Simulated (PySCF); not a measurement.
Computed with B3LYP-D3(BJ)/def2-TZVP in PySCF. Gas-phase values, no solvent. B3LYP has the VWN-RPA correlation part, as in Gaussian. 

Reference species (SMILES): `Br[C](Br)Br` (neutral, multiplicity 2).

The dipole moment is 0.20 D.

Changed species: `Br[CH]Br` (radical fragment; the reference has radical fragment).

Question: Give the shifts of the dipole moment.

Answer: the dipole moment increases by 0.56 D, to 0.76 D.
